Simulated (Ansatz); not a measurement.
Job for Ansatz (a program for electronic structure): R-CCSD(T)/cc-pVDZ on GeH5NO (SMILES [NH2][GeH2][OH]), a point of a torsion scan. The run froze 16 orbitals, filled d shells among them.

Ansatz 0.2 input:
```yaml
crystal:
  periodic: [false, false, false]
  atoms:
    - {symbol: N, position_ang: [1.31869056, -0.02486623, 0.15826961]}
    - {symbol: Ge, position_ang: [-0.38139937, 0.54634796, -0.16486596]}
    - {symbol: O, position_ang: [-0.61400200, 1.96653655, 0.80464465]}
    - {symbol: H, position_ang: [1.41043828, -0.95576711, 0.53845044]}
    - {symbol: H, position_ang: [1.98140345, 0.07104892, -0.59703725]}
    - {symbol: H, position_ang: [-1.37391339, -0.49643925, 0.27371745]}
    - {symbol: H, position_ang: [-0.60998061, 1.00788310, -1.57008810]}
    - {symbol: H, position_ang: [-0.01932847, 2.05694716, 1.54599719]}
basis:
  gaussian:
    orbitals: cc-pVDZ
magnetization: {spin_polarized: false}
correlation: {method: ccsd_t, electrons: outside_noble_gas}
scf: {lower_state_search: off}
```

It printed:

```
WARN ansatz: RAYON_NUM_THREADS=1 ignored (pool sized by the plan → 1); use --threads N
Functional definition: HF
these checks for a lower state are left out or cut short: stability, starts, cluster_reference, orbital_swaps, neighbouring_geometries, increment
integrals: 0.07 GiB planned
805 factors; integrals over basis functions are off by at most 1.3e-3 eV
mean field: 0.17 GiB planned
mean field evaluation 1: about -60068.0972 eV, gradient 4.1e1 eV
mean field evaluation 2: about -60068.1081 eV, gradient 4.1e1 eV
mean field evaluation 4: about -60071.5079 eV, gradient 2.5e0 eV
mean field evaluation 8: about -60071.5298 eV, gradient 2.1e-4 eV
mean field -60071.52982590 eV, -2207.5880031564 hartree, gradient 2.6e-6 eV, S^2 0.000000; 0 other end points of the search recorded, 0 dependent functions left out
16 core orbitals not correlated
reference -60071.52982590 eV, -2207.5880031564 hartree; 10, 10 occupied and 54, 54 virtual orbitals, 805 factors
second order -12.57856631 eV of doubles, -0.00000000 eV of singles
coupled cluster: 0.17 GiB planned
cycle   1  -13.01820760 eV  change   -4.4e-1 eV  update   7.9e-2
cycle   2  -13.34226810 eV  change   -3.2e-1 eV  update   2.3e-2
cycle   3  -13.42195411 eV  change   -8.0e-2 eV  update   1.2e-2
cycle   4  -13.41806563 eV  change    3.9e-3 eV  update   2.8e-3
cycle   5  -13.41760574 eV  change    4.6e-4 eV  update   1.2e-3
cycle   6  -13.41778980 eV  change   -1.8e-4 eV  update   3.8e-4
cycle   7  -13.41759655 eV  change    1.9e-4 eV  update   1.3e-4
cycle   8  -13.41755143 eV  change    4.5e-5 eV  update   4.0e-5
cycle   9  -13.41755528 eV  change   -3.8e-6 eV  update   1.5e-5
perturbative correction -0.29384664 eV, -0.0107986650 hartree
Total energy: -60085.24122782 eV, -2208.0918878832 hartree
Checks for a lower state left out: stability, starts, cluster_reference, orbital_swaps, neighbouring_geometries, increment
```

Self-consistency was reached.

Cost: around 3 core-seconds (rough).
